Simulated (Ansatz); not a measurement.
Isomers of As$_{4}$⁺ (doublet), relaxed with PBE-D4/def2-SVP; total energies from Ansatz at PBE0-D4/def2-TZVP.

```tsv
isomer	description	energy (Eh)
A	point group D2d; 6 × As–As 2.43 to 2.67 Å	-8942.23897
B	point group C2v; 5 × As–As 2.41 to 2.73 Å	-8942.21150
```

The isomers come from a short search, and lower ones may exist.

Task: Work out the relative energies (1 Eh = 2625.5 kJ/mol) and the Boltzmann populations at 1200 K from electronic energies alone (R = 8.314 J/mol/K).

Result: ΔE: A 0.0, B 72.1 kJ/mol. RT = 9.98 kJ/mol. Factors exp(−ΔE/RT): A 1, B 0.000729; sum 1.001. Populations: A 99.9 %, B 0.1 %. Zero-point energy, vibrational entropy and symmetry numbers are left out and can shift these; an error of 4 kJ/mol changes a ratio by a factor of 1.5. Over the other density-functional and correlated levels in def2 sets, the gap between A and B ranges from 54 to 73 kJ/mol.
